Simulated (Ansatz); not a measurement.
Total energies of Ag3H4 from Ansatz at PBE0-D4/def2-TZVP, gas phase (1 Eh = 27.2114 eV = 2625.5 kJ/mol). The reference geometry is relaxed at PBE0-D4/def2-TZVP.

```
atom    x (Å)    y (Å)    z (Å)
 Ag1  -1.8966  -0.6709  -0.1164
 Ag2   0.6319   0.1386   0.3626
 Ag3  -0.5873   0.3991  -2.2127
  H4  -0.8127  -0.6556   1.2859
  H5   2.3963   0.4501   1.5768
  H6   2.6103   0.7140   0.8894
  H7  -2.3419  -0.3753  -1.7857
```

```csv
state,geometry,energy (Eh)
charge 0 doublet,reference,-443.33476
charge 1 singlet,reference,-443.10272
charge 1 singlet,relaxed at PBE0-D4/def2-TZVP,-443.13266
free Ag atom (doublet),–,-146.96650
free H atom (doublet),–,-0.50104
```

In the def2 sets Ag takes a core potential; there is no spin–orbit coupling.

**Question.** Work out the vertical ionisation energy to the singlet.

**Answer.** E(charge 1 singlet) − E(charge 0 doublet) = -443.10272 − (-443.33476) = 0.23204 Eh = 6.31 eV. For comparison, −ε of the highest occupied level of the spin that leaves is 4.61 eV at this level, 1.70 eV less.

**Question.** How much does the charge 1 singlet relax, and what is the adiabatic ionisation energy?

**Answer.** Relaxation: -443.10272 − (-443.13266) = 0.02994 Eh = 0.81 eV. Adiabatic ionisation energy: 0.20210 Eh = 5.50 eV, without zero-point energy. Bonds change on the way (1 lost, 0 formed), so the relaxed form is another species. In the charge 1 singlet, H5 and H6 lie 0.78 Å apart (atoms count from 1), so H2 has formed as a molecule.

**Question.** What is the binding energy per atom against free atoms?

**Answer.** Atoms: 3 × (-146.96650) + 4 × (-0.50104) = -442.90366 Eh. Binding: -442.90366 − (-443.33476) = 0.43110 Eh = 11.73 eV, or 1.68 eV for each of 7 atoms (no zero-point energy, no counterpoise term).

The structure comes from a short search, and lower isomers may exist.
